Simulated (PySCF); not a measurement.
Species: C7H8P2.
Cartesian coordinates in Å at the PBE0-D3(BJ)/def2-SVP level; atoms count from 1:
```xyz
17
C7H8P2 angstrom
C      2.7386   -0.0815    0.5596
C      1.9118    0.4100    1.5590
P      0.1827    0.5271    1.6106
C     -0.3273   -0.1351    0.0574
C     -1.7884   -0.1765   -0.2276
C     -2.7103    0.9409    0.2066
C     -2.8082   -0.3890    0.8660
C      0.5326   -0.6216   -0.9246
P      2.2657   -0.7402   -0.9744
H      3.8204   -0.0583    0.7436
H      2.3992    0.7883    2.4672
H     -2.0271   -0.6355   -1.1926
H     -3.4934    1.2484   -0.4912
H     -2.2539    1.7599    0.7719
H     -3.6620   -1.0332    0.6407
H     -2.4220   -0.4836    1.8861
H      0.0488   -1.0018   -1.8356
```

Computed with PySCF at PBE0/pcSseg-1, non-relativistic, on one gas-phase PBE0-D3(BJ)/def2-SVP geometry that isn't relaxed in the solvent. The solvent is an IEF-PCM continuum (Bondi radii, 1.10 Å for H, scaled by 1.2). Only the electrostatic response of the medium enters.

```
run  E − E(gas) (kcal/mol)  HOMO (eV)  HOMO–LUMO gap (eV)  dipole (D)
gas                   0.00      -6.82                4.53        1.01
  P                  -1.51      -6.80                4.51        1.14
  Q                  -2.96      -6.82                4.50        1.24
```

Problem. The runs were made in benzene and dichloromethane. Which run belongs to which solvent?

Solution. P = benzene, Q = dichloromethane. The dielectric constants are 2.271 (benzene), 8.93 (dichloromethane), and the energy falls further as ε rises. In this model the ground state sees the solvent through ε alone.

Problem. How constant is the ratio of the lowering to (ε − 1)/(2ε + 1)?

Solution. 
```tsv
solvent	(ε − 1)/(2ε + 1)	E − E(gas) (kcal/mol)	ratio (kcal/mol)	polarisation term (kcal/mol)
benzene	0.229	-1.51	-6.6	-1.59
dichloromethane	0.420	-2.96	-7.0	-3.29
```

The ratio changes by +7.2 % in size from benzene to dichloromethane. The polarisation term is half the interaction of the solute with the induced surface charges.

The run took 33 s on an Arm Neoverse V1 with one thread, no GPU, shared host with 32 logical CPUs at a one-minute load of 13, and the process peaked at 1.1 GiB of memory. This is the whole shielding run at PBE0/pcSseg-1 in dichloromethane, SCF included.
